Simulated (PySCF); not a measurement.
The same groups moved round the core (thiophene mercapto+boryl). Gas-phase values, no solvent. One relaxed conformer stands for each flexible species; it need not be the lowest. Strings in code marks are SMILES.

These are B3LYP-D3(BJ)/def2-TZVP // PBE0-D4/def2-SVP (PySCF) values and carry that method's errors. B3LYP has the VWN-RPA correlation part, as in Gaussian. Excitations are Tamm–Dancoff values on a coarser integration grid. The basis has no diffuse functions, so Rydberg states are missing or too high.

| species | HOMO–LUMO gap (eV) | S1 oscillator strength | T1 excitation (TDA) (eV) | LUMO (eV) |
|---|---|---|---|---|
| `Bc1cc(S)cs1` | 4.26 | 0.037 | 3.01 | -2.40 |
| `Bc1ccc(S)s1` | 4.20 | ? | ? | -2.21 |
| `Bc1ccsc1S` | 4.00 | ? | 2.58 | -2.21 |
| `Bc1csc(S)c1` | 4.71 | 0.009 | 3.21 | -2.21 |
| `Bc1cscc1S` | 3.91 | 0.018 | 2.81 | -2.25 |
| `Bc1sccc1S` | ? | 0.137 | ? | ? |

Task: Some entries are withheld; supply them.

Result: 
- `Bc1ccc(S)s1`, S1 oscillator strength: 0.506
- `Bc1ccc(S)s1`, T1 excitation (TDA) (eV): 2.68
- `Bc1ccsc1S`, S1 oscillator strength: 0.089
- `Bc1sccc1S`, HOMO–LUMO gap (eV): 4.07
- `Bc1sccc1S`, T1 excitation (TDA) (eV): 2.63
- `Bc1sccc1S`, LUMO (eV): -2.26
